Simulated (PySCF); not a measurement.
ClH₃MoO₄, SMILES [OH][Mo]([Cl])(=[O])([OH])[OH], multiplicity 1.

The structure is a stationary point at B3LYP-D3(BJ)/def2-SVP. The spin state was assumed, not searched. The structure was generated by enumeration; whether it is a known compound was not checked. The def2 effective core potentials stand for the cores of Mo; spin–orbit coupling is left out. Other conformers were not sampled.

These are CAM-B3LYP/def2-TZVP in PySCF values and carry that method's errors.

Gas-phase values at a fixed geometry.

| Property | Value |
|---|---|
| total energy | -831.30926 hartree |
| highest occupied level | -10.00 eV |
| lowest empty level | -2.62 eV |
| orbital gap | 7.38 eV |
| dipole moment | 2.25 D |
| quadrupole, principal values (traceless, Buckingham form, about the centre of nuclear charge) | -5.84, -2.12, 7.96 D·Å |
| mean static polarisability | 68.4 bohr³ (10.13 Å³) |
| polarisability, principal values | 56.4, 69.4, 79.3 bohr³ |
